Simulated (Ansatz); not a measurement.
Basis-set extrapolation for C2H5NSi (`CC1=N[SiH2]1`) (PBE0-D4/def2-TZVP geometry, frozen core, Ansatz 0.2.0). Multiplicity 1, RHF reference.

|  | def2-TZVPP | def2-QZVPP |
| --- | --- | --- |
| HF | -422.036692 | -422.052112 |
| MP2 correlation | -0.645618 | -0.688695 |
| CCSD(T) correlation | -0.708969 | not run |

Energies in hartree. Use E(X) = E(∞) + A·exp(−7.88·√X) for Hartree–Fock and E(X) = E(∞) + B·X^(−2.97) for correlation, with X = 3 and 4, and add CCSD(T) minus MP2 of the smaller set to the MP2 limit.

What is the CCSD(T) energy at the basis-set limit?

HF limit: -422.052112 + (-0.015420) × 0.13774 = -422.05424. MP2 limit: -0.688695 + (-0.043077) × 0.74074 = -0.72060. Higher-order term: -0.708969 − (-0.645618) = -0.06335. Total: -422.83819 hartree, 58.1 kcal/mol below CCSD(T)/def2-TZVPP.
